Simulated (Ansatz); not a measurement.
Basis sets compared for Zr(NH2)Cl3 (ZrNCl3H2). The state is a singlet with charge 0. Geometry PBE-D4/def2-SVP. Ansatz on 2 threads of Arm Neoverse V2 on a shared host; times are rough, and most runs start from earlier orbitals.

```tsv
atom	x (Å)	y (Å)	z (Å)
Zr1	0.297	-0.021	-0.668
N2	-0.553	0.094	1.142
H3	-0.318	0.775	1.875
H4	-1.268	-0.550	1.506
Cl5	1.191	2.104	-1.134
Cl6	-1.366	-0.768	-2.157
Cl7	2.016	-1.634	-0.565
```

In the def2 sets Zr takes a core potential; there is no spin–orbit coupling.

Binding counts from free atoms (Zr triplet, N quartet, H doublet, Cl doublet) in the same basis, without a counterpoise term.

```
                            level  functions  energy (Eh)  HOMO (eV)  LUMO (eV)  binding per atom (eV)  wall time
                  PBE-D4/def2-SVP        109   -1482.8124      -6.87      -2.94                      –      1.8 s
                 PBE-D4/def2-TZVP        194   -1483.3620      -7.01      -3.10                      –      3.4 s
r2SCAN-D4/def2-TZVP (with forces)        194   -1483.8799      -7.34      -2.97                      –      8.5 s
                 PBE0-D4/def2-SVP        109   -1482.9009      -8.32      -2.18                   4.03      2.7 s
                PBE0-D4/def2-TZVP        194   -1483.4445      -8.40      -2.29                   3.98      4.7 s
```

**Question.** Estimate the rows for PBE-D4/def2-TZVPD, r2SCAN-D4/def2-TZVPD, PBE0-D4/def2-TZVPD.

**Answer.** 
| level | functions | energy (Eh) | HOMO (eV) | LUMO (eV) | binding per atom (eV) | wall time |
| --- | --- | --- | --- | --- | --- | --- |
| PBE-D4/def2-TZVPD | 233 | -1483.3641 | -7.05 | -3.16 | – | 4.2 s |
| r2SCAN-D4/def2-TZVPD | 233 | -1483.8816 | -7.35 | -2.99 | – | 10 s |
| PBE0-D4/def2-TZVPD | 233 | -1483.4464 | -8.42 | -2.33 | 3.98 | 7.5 s |
